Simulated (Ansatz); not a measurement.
`CB([SiH3])BS` + `OBCl` → `CB([SiH3])BCl` + `OBS`  (redistribution)

Computed with Ansatz on PBE0-D4/def2-TZVP structures; ΔE is electronic, products minus reactants. CBS: MP2 limit from def2 TZ/QZ plus the TZ coupled-cluster correction, frozen cores. This one scheme is used for every species. DFT in def2-TZVPP. B3LYP here is the variant with VWN-RPA as its local correlation; programs differ in this. One conformer a species, not always the lowest.

Problem. Is it downhill or uphill in electronic energy at CCSD(T)/CBS, and by how much? (Best estimate.)

Solution. The calculation gave: Uphill: ΔE = +7.1 kcal/mol.

Problem. What do these levels give: PBE-D4, PBE0-D4, ωB97M-V, B2PLYP, r2SCAN, PBE0, B3LYP, MP2/def2-TZVPP, SCS-MP2/def2-TZVPP, HF/def2-QZVPP, HF/CBS(def2), MP2/CBS(def2)? (An estimate is asked.)

Solution. Computed: PBE-D4 7.6, PBE0-D4 7.4, ωB97M-V 7.2, B2PLYP 7.1, r2SCAN 7.4, PBE0 7.2, B3LYP 6.9, MP2/def2-TZVPP 7.4, SCS-MP2/def2-TZVPP 7.0, HF/def2-QZVPP 6.0, HF/CBS(def2) 6.0, MP2/CBS(def2) 7.3 kcal/mol.

Largest T1 diagnostic among the species: 0.014.

In def2-TZVPP, CCSD(T) changes the Hartree–Fock value by +1.2 kcal/mol (the triples alone add +0.3 kcal/mol) and MP2 by +1.4 kcal/mol.
